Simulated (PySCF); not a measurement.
These 3 structures share the formula C5H10F2. Level of theory: PBE0-D3(BJ)/def2-SVP geometry optimisation, gas phase (PySCF 2.14.0). One conformer each; no zero-point energy, no entropy. No frequencies were run at this level. Point groups hold within 0.08 Å.

Question: Rank from lowest to highest electronic energy at this level (kcal/mol).
A. (CH3)3CCHF2, `CC(C)(C)C(F)F`
B. `[CH3:1][CH2:2][C:3]([F:4])([F:5])[CH2:6][CH3:7]` with C1–C2–C3–F4 56°, C2–C3–C6–C7 63°
C. `[CH3:1][CH:2]([CH3:3])[CH2:4][CH:5]([F:6])[F:7]` with C1–C2–C4–C5 174°, C2–C4–C5–F6 -58°

Answer: B (0.0), A (3.4), C (6.0).

| SMILES | E (Eh) | E rel (kcal/mol) | dipole (D) | point group | A, B, C (MHz) |
| --- | --- | --- | --- | --- | --- |
| CCC(F)(F)CC | -395.54691 | 0.0 | 2.12 | C1 | 3727, 1912, 1704 |
| CC(C)(C)C(F)F | -395.54152 | 3.4 | 1.95 | Cs | 3203, 2316, 1933 |
| CC(C)CC(F)F | -395.53728 | 6.0 | 2.14 | C1 | 4550, 1396, 1306 |
